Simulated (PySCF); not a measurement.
C3H6GeO, SMILES C1=[C](C)[GeH2][O]1.

Geometry: PBE-D3(BJ)/def2-SVP. The structure was generated by enumeration, and PubChem lists no compound with its InChIKey, so it may never have been made.

The numbers are results of PBE-D3(BJ)/def2-SVP run with PySCF, not measurements.

Frequencies are harmonic and unscaled.

Task: List the normal modes with their intensities. (Estimate from the structure and the level; the computed values follow.)

Result: 
```csv
mode,ν (cm⁻¹),IR (km/mol),Raman (Å⁴/amu),depolarisation,moving atoms (share of kinetic energy)
1,147,0.1,0.1,0.75,H 96 %
2,229,3.9,0.5,0.75,"C 58 %, H 36 %"
3,240,3.7,4.8,0.68,"C 49 %, H 27 %, Ge 18 %"
4,306,2.6,6.6,0.75,"H 50 %, C 29 %, O 21 %"
5,456,20.2,5.9,0.26,"O 48 %, Ge 28 %, C 19 %"
6,501,1.9,10.2,0.11,"C 63 %, Ge 17 %, H 16 %"
7,519,7.7,20.7,0.75,"H 87 %, C 11 %"
8,560,61.1,1.9,0.75,"H 65 %, C 15 %, O 13 %"
9,642,29.2,24.0,0.59,"H 87 %, C 9 %"
10,685,6.3,5.1,0.12,"O 53 %, C 34 %, H 13 %"
11,845,112.0,23.5,0.69,H 98 %
12,890,16.7,4.5,0.75,"H 67 %, C 31 %"
13,956,12.0,5.2,0.49,"H 66 %, C 33 %"
14,1000,0.2,0.0,–,"H 70 %, C 30 %"
15,1112,125.0,2.6,0.43,"O 35 %, H 32 %, C 32 %"
16,1152,12.2,15.2,0.30,"C 79 %, H 19 %"
17,1239,14.8,10.3,0.66,"H 58 %, C 33 %"
18,1346,0.1,40.6,0.42,"H 73 %, C 26 %"
19,1392,8.4,21.6,0.75,H 97 %
20,1412,7.4,27.9,0.62,H 96 %
21,1619,35.5,35.8,0.10,C 94 %
22,2065,127.6,302.1,0.11,H 99 %
23,2083,119.7,123.3,0.75,H 98 %
24,2944,49.9,263.7,0.05,H 97 %
25,3011,15.1,117.6,0.75,"H 91 %, C 9 %"
26,3037,13.9,127.3,0.73,"H 91 %, C 9 %"
27,3059,28.4,206.9,0.31,"H 91 %, C 9 %"
```
